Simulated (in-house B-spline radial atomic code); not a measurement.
Atomic self-consistent-field run: Cd. Level of theory: non-relativistic Hartree-Fock, average of configuration, point nucleus, inside a hard spherical wall at 4.88 bohr; calculated with an all-electron radial atomic-structure program (B-spline basis).

Command:
```bash
python run_scf.py task.json out
```
Settings:
```
Z                48
configuration    [Kr] 4d10 4f1 5s1
hamiltonian      nr
method           hf
spin_polarised   False
wall_radius      4.88
```

Output (hartree, bohr):
```
 radial grid: 45 intervals, B-splines of order 8, outer radius 4.88 bohr

 iter        energy (Eh)    residual
    1       -5462.252740    6.40e-01
    2       -5463.328967    1.68e-01
    3       -5464.185275    3.49e-02
    4       -5464.203490    9.26e-03
    5       -5464.203944    3.05e-03
    6       -5464.204085    6.20e-04
    7       -5464.204096    6.62e-05
    8       -5464.204096    8.08e-06
    9       -5464.204096    5.16e-07
   10       -5464.204096    4.05e-08

 total energy                     -5464.20410
 kinetic                            5465.9006
 electron-nucleus                 -13017.7712
 electron-electron                  2087.6665

 orbital      occ     eigenvalue          <r>       <r^2>       <1/r>       r_max
 1s         2.000      -955.2637    0.0317027  0.00134466     47.4776     0.02099
 2s         2.000      -141.9537     0.137128   0.0221001     10.8417      0.1163
 2p         6.000      -131.9943     0.117327   0.0167531     10.8143     0.09133
 3s         2.000       -27.6532     0.368909    0.155388     3.89321      0.3348
 3p         6.000       -23.5423     0.361108    0.151104     3.80266       0.322
 3d        10.000       -16.0174     0.333474    0.131882     3.64215      0.2664
 4s         2.000        -4.3907     0.914723    0.946611     1.48411      0.8228
 4p         6.000        -2.9952     0.980362     1.09957     1.36902      0.8595
 4d        10.000        -0.7072      1.25061     1.87336     1.06414      0.9773
 4f         1.000         0.6244      3.07199     9.99927    0.354021       3.256
 5s         1.000        -0.2020      2.56481     7.18457     0.47713         2.4
```

Cost of the run: 0.09 s on 1 thread of Arm Neoverse V2 (shared host).
